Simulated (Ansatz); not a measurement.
Isolated molecules relaxed with PBE0-D4/def2-TZVP in Ansatz; ΔE leaves out vibrations. CCSD(T)/CBS adds triple-zeta CCSD(T) − MP2 to the extrapolated MP2 energy (def2 sets, frozen cores). DFT in def2-TZVPP. For Ge, Se outer-core shells are correlated without core-valence functions, which leaves a few kJ/mol of doubt a bond. Scalar relativity is left out up to krypton. Each species was taken in one conformer, which may not be the lowest.

Consider the cleavage of the B–Ge bond: `C[B](Cl)[GeH3]` + H₂Se → `CB(Cl)[SeH]` + GeH₄.

`C[B](Cl)[GeH3]`:

Z-matrix (Å, degrees):
```
C
B 1 1.551
H 1 1.096 2 110.7
H 1 1.091 2 114.7 3 -124.7
H 1 1.099 2 108.1 3 114.2
Cl 2 1.755 1 119.9 3 131.9
Ge 2 2.074 1 123.6 3 -48.6
H 7 1.539 2 111.1 1 -127.6
H 7 1.540 2 109.9 1 113.7
H 7 1.541 2 112.3 1 -6.2
```

H₂Se:

```xyz
3

Se   -0.125    0.313   -0.595
H     0.986    0.335    0.362
H    -0.861   -0.648    0.234
```

`CB(Cl)[SeH]`:

```xyz
8

C     0.896   -0.081   -0.248
B    -0.541    0.497   -0.105
Cl   -0.936    2.040   -0.860
Se   -1.996   -0.337    0.852
H     1.131   -0.216   -1.309
H     1.624    0.643    0.132
H     1.050   -1.031    0.264
H    -1.228   -1.515    1.275
```

GeH₄:

Z-matrix (Å, degrees):
```
Ge
H 1 1.534
H 1 1.534 2 109.5
H 1 1.534 2 109.5 3 -120.0
H 1 1.534 2 109.5 3 120.0
```

(1) Is it downhill or uphill in electronic energy at CCSD(T)/CBS, and by how much? (Estimate.)

(2) What do these levels give: LDA (SPW92), PBE-D4, revPBE-D4, BLYP-D4, r2SCAN-D4, r2SCAN0-D4, ωB97X-V, B2PLYP, revPBE, r2SCAN, r2SCAN0, LC-ωPBE? (Best estimate.)

Largest T1 diagnostic among the species: 0.012.

Results:

(1) Computed: Downhill: ΔE = -82.3 kJ/mol.

(2) Ansatz gave: LDA (SPW92) -83.7, PBE-D4 -81.5, revPBE-D4 -83.2, BLYP-D4 -80.8, r2SCAN-D4 -85.1, r2SCAN0-D4 -85.1, ωB97X-V -81.0, B2PLYP -84.2, revPBE -79.7, r2SCAN -85.2, r2SCAN0 -85.2, LC-ωPBE -80.9 kJ/mol.

Leaving LDA and LC-ωPBE aside and taking each functional with its dispersion term where it has one, the values, not all of them listed here, spread over 7.0 kJ/mol, from B97M-V to BLYP-D4. From BLYP to BHLYP (50 % exact exchange), in def2-TZVPP and without D4, ΔE moves by −3.6 kJ/mol. At CCSD(T), def2-SVP lies −5.8 kJ/mol from the extrapolated value and def2-TZVPP −0.5 kJ/mol.
